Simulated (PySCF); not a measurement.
A calculated (PBE0, PySCF 2.14, x2c-QZVPPall, the spin-free X2C one-electron Hamiltonian (Gaussian nucleus)) atom or ion has these occupied shells.

| shell | electrons | orbital energy (eV) | rms radius, mean of both spins (bohr) |
| --- | --- | --- | --- |
| 1s α | 1 | -1808.1 | 0.129 |
| 1s β | 1 | -1807.9 | 0.129 |
| 2s α | 1 | -146.77 | 0.618 |
| 2s β | 1 | -146.58 | 0.618 |
| 2p α | 3 | -100.75 | 0.603 |
| 2p β | 3 | -100.46 | 0.603 |
| 3s α | 1 | -12.833 | 2.34 |
| 3s β | 1 | -10.747 | 2.34 |
| 3p α | 2 | -5.613 | 2.98 |

(1) Name the element and its charge.

## Answers

(1) Si (silicon, neutral), in [Ne] 3s2 3p2, high-spin 3P determinant.
